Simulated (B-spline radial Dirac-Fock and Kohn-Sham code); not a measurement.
**Co¹³⁺: photoemission with 1000 eV photons**

System: the Co¹³⁺ ion in the configuration [Ne] 3s2 3p2.

Model: Dirac-Hartree-Slater photoionisation with all multipoles and Dirac-Fock thresholds. Program: a B-spline atomic structure program. The asymmetry parameter β is from the dipole term alone. Kinetic energies are from the vacuum level. Open shells are spread statistically over j, without multiplet splitting.

```
subshell  electrons  binding (eV)  kinetic (eV)  σ (kb)     β
      3s          2         443.1         556.9       ?     ?
   3p1/2       0.67         407.4         592.6    12.4  1.60
   3p3/2       1.33         404.5         595.5    24.3  1.61
```

Task: What are σ and β for 3s?

Result: σ = 35.4 kb, the largest of all subshells and 49 % of the total, and β = 2.00.

Values without a named source are computed, but for edge energies of neutral atoms, which are taken from tables.
